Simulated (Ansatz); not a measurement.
`CC(C)S[SiH3]` and `CCC` differ in one atom or group.

Ansatz, PBE0-D4/def2-TZVP geometries, multiplicity 1. Each molecule was computed in one conformer, which needn't be the lowest.

```json
{"property": "size of the dipole moment (PBE/def2-TZVPP) / D", "`CC(C)S[SiH3]`": "1.60"}
{"property": "HOMO–LUMO gap (B3LYP/def2-TZVPP) / eV", "`CC(C)S[SiH3]`": "6.67"}
{"property": "HOMO energy (PBE0/def2-TZVPP) / eV", "`CC(C)S[SiH3]`": "-6.90"}
{"property": "HOMO–LUMO gap (PBE/def2-TZVPP) / eV", "`CC(C)S[SiH3]`": "5.03"}
{"property": "LUMO energy (B3LYP/def2-TZVPP) / eV", "`CC(C)S[SiH3]`": "0.01"}
{"property": "HOMO energy (PBE/def2-TZVPP) / eV", "`CC(C)S[SiH3]`": "-5.71"}
```

What does the change do to each property? (Best estimate.)

Ansatz gave: 
| property | `CCC` | shift |
| --- | --- | --- |
| size of the dipole moment (PBE/def2-TZVPP) / D | 0.09 | -1.51 |
| HOMO–LUMO gap (B3LYP/def2-TZVPP) / eV | 9.91 | 3.24 |
| HOMO energy (PBE0/def2-TZVPP) / eV | -9.11 | -2.21 |
| HOMO–LUMO gap (PBE/def2-TZVPP) / eV | 8.22 | 3.19 |
| LUMO energy (B3LYP/def2-TZVPP) / eV | 0.96 | 0.95 |
| HOMO energy (PBE/def2-TZVPP) / eV | -7.70 | -1.99 |

With PBE0 the HOMO falls by 2.21 eV and the LUMO rises by 1.09 eV, so the gap widens by about 3.30 eV. PBE moves the HOMO by -1.99 eV and ωB97M-V by -2.36 eV. Dipoles are sizes alone; their direction can turn.

B3LYP here is the variant with VWN-RPA as its local correlation; programs differ in this.
